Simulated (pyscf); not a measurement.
[HO–In–OH]• (SMILES [OH][In][OH]), doublet

Gas-phase minimum from PySCF at ωB97X-D3(BJ)/def2-SVP, one conformer. Other isomers of [HO–In–OH]• were not searched in full and may lie lower. 

```xyz
5

O     -1.5416     0.8874    -0.4292
In    -0.3375    -0.2377     0.7411
O     -0.7826    -2.2001     0.7076
H     -1.3357     1.8304    -0.4031
H     -1.5378    -2.3571     0.1232
```
Charge 0, spin multiplicity 2.

Bond lengths (Å): O1–In2 2.021, O1–H4 0.966, In2–O3 2.013, O3–H5 0.968. Bond angles (°): In2–O1–H4 113.6, O1–In2–O3 113.7, In2–O3–H5 109.9.

Properties at ωB97X-D3(BJ)/def2-SVP:

Harmonic wavenumbers, unscaled: 130, 228, 255, 562, 584, 747, 791, 3857, 3890 cm⁻¹
Zero-point energy: 15.8 kcal/mol
Rotational symmetry number: 1
Entropy of this conformer at 298 K and 1 atm, rigid rotor and harmonic oscillator, modes under 100 cm⁻¹ raised to 100: 313.1 J/(mol K)
Dipole moment: 2.30 D
Spin expectation value S2: 0.757

Single-point totals, which compare only within one level (frozen core for MP2 and CC):

```csv
level,total energy (hartree)
ωB97X-D3(BJ)/def2-TZVP,-341.94846
PBE/def2-TZVP,-341.71456
r²SCAN/def2-TZVP,-341.86553
B3LYP-D3(BJ)/def2-TZVP,-341.93937
PBE0-D3(BJ)/def2-TZVP,-341.70424
M06-2X/def2-TZVP,-341.73861
ωB97M-D3(BJ)/def2-TZVP,-341.92188
UHF/def2-TZVPP,-340.18368
MP2/def2-TZVPP,-340.94190
CCSD/def2-TZVPP,-340.93692
CCSD(T)/def2-TZVPP,-340.96387
```

Soft torsions are taken as harmonic, which can shift the entropy by several J/(mol K). The CCSD(T) − MP2 part came from Ansatz, without density fitting, on the same reference. The frozen core leaves the outer d or s,p core shells of the metals and heavy elements correlated in the MP2 and CC values, and def2-TZVPP describes them poorly, so these totals are far from the basis limit. Elements past Kr carry the def2 core potentials, without spin-orbit coupling.
